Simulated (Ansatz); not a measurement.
Ge(H)2 anion (GeH2), SMILES [GeH2] (connectivity only; charge and spin as stated), charge -1, multiplicity 2.

Geometry: TPSSh-D3(BJ)/def2-TZVPD. The spin state was assumed, not searched. The isomer is the one that the SMILES or the coordinates give; other isomers of the formula were not compared.

Two levels are set side by side: PBE/def2-TZVPD (Ansatz, an electronic-structure program) and CAM-B3LYP/def2-TZVPD (Ansatz). Energy differences of separate SCF runs at the same geometry; the states with an electron removed or added have multiplicity 1. Differences are taken from unrounded values.

| quantity | PBE |
|---|---|
| vertical ionisation energy (eV) | 0.97 |

**Question.** These are the PBE values. What does CAM-B3LYP give? (Estimate from the structure and the level; the computed values follow.)

**Answer.** 
```json
[
 {"quantity": "vertical ionisation energy (eV)", "CAM-B3LYP": "0.96", "PBE minus CAM-B3LYP": "0.00"}
]
```

On these quantities the two levels nearly agree.
